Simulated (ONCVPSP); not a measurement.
**How hard is this lutetium (Lu) ONCV potential?**

* Element: lutetium (Lu)
* Generator: ONCVPSP 4.0.1
* Type: optimised norm-conserving Vanderbilt (ONCV)
* Functional: LDA (Perdew-Zunger)
* Relativity: scalar-relativistic
* Frozen core: [Kr] 4d10
* Valence charge: 25
* Reference configuration: 4f14 5s2 5p6 5d1 6s1 (charge +1)
* Partial waves: 5s+6s: rc 1.90 bohr, ncon 4, nbas 7, qcut 7.4 1/bohr, 2 projectors; 5p: rc 2.30 bohr, ncon 5, nbas 8, qcut 4.9 1/bohr, 3 projectors, debl 2.3 Ha; 5d: rc 2.10 bohr, ncon 4, nbas 8, qcut 4 1/bohr, 2 projectors, debl 3.1 Ha; 4f: rc 1.25 bohr, ncon 4, nbas 8, qcut 13.8 1/bohr, 2 projectors, debl 2 Ha
* Local potential: polynomial inside 1.15 bohr (lpopt 4, dvloc0 0 Ha)
* Core correction: Teter function, fcfact 3, rcfact 1.7

**Question.** For each optimised wave give the share of its norm inside rc, the residual kinetic energy above qcut (Ha) and the cutoffs (Ha) for errors of 10, 1, 0.1 and 0.01 mHa per electron.

**Answer.**

| wave | norm inside rc | residual KE | 10 mHa | 1 mHa | 0.1 mHa | 0.01 mHa |
| --- | --- | --- | --- | --- | --- | --- |
| 5s | 0.952 | 2.1e-07 | 12.8 | 17.0 | 20.4 | 23.0 |
| 6s | 0.072 | 2.2e-07 | 10.1 | 15.8 | 19.9 | 23.1 |
| 5p | 0.948 | 2.0e-05 | 7.2 | 9.2 | 10.9 | 13.7 |
| p projector 2 | 0.158 | 7.0e-05 | 6.6 | 8.7 | 11.5 | 39.3 |
| p projector 3 | 0.137 | 3.9e-04 | 7.7 | 9.4 | 26.2 | 51.9 |
| 5d | 0.436 | 5.2e-03 | 7.1 | 16.6 | 48.5 | 56.5 |
| d projector 2 | 0.160 | 5.6e-02 | 9.7 | 19.9 | 40.4 | 62.0 |
| 4f | 0.902 | 2.3e-05 | 74.3 | 83.3 | 90.2 | 137.6 |
| f projector 2 | 0.086 | 3.9e-05 | 71.5 | 82.8 | 91.7 | 143.6 |

The occupied waves need 83 Ha and 90 Ha for 1 and 0.1 mHa.
